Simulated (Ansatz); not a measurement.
Frontier orbitals of ClH$_{3}$NOSc (`[NH2][Sc]([OH])[Cl]`).

```csv
atom,x (Å),y (Å),z (Å)
N1,-1.138,-0.797,0.383
Sc2,0.134,0.568,-0.227
O3,1.912,0.057,-0.153
Cl4,-0.708,2.614,-0.953
H5,-2.145,-0.687,0.411
H6,-0.916,-1.724,0.723
H7,2.860,-0.031,-0.185
```

Charge 0, multiplicity 1. Correlated methods include outer-core shells of Sc, which these sets cover unevenly. Scalar relativity is left out up to krypton. The geometry is a stationary point of PBE0-D4/def2-TZVP. It is one conformer, not always the lowest. Basis def2-TZVPP, the Gaussian-basis code of Ansatz.

| functional | HOMO (eV) | LUMO (eV) | gap (eV) |
| --- | --- | --- | --- |
| PBE | -6.11 | -2.73 | 3.38 |
| PBE0 | -7.44 | -1.81 | 5.63 |
| HSE06 (plane-wave form) | -7.03 | -2.18 | 4.85 |
| CAM-B3LYP | -8.89 | -1.00 | 7.89 |
| ωB97M-V | -9.82 | -0.25 | 9.57 |

Against PBE, PBE0 changes HOMO and LUMO by −1.32 and +0.92 eV, ωB97M-V by −3.70 and +2.48 eV. A gap of 3.38 eV thus becomes 9.57 eV for the same molecule, so an orbital gap means little without its functional.
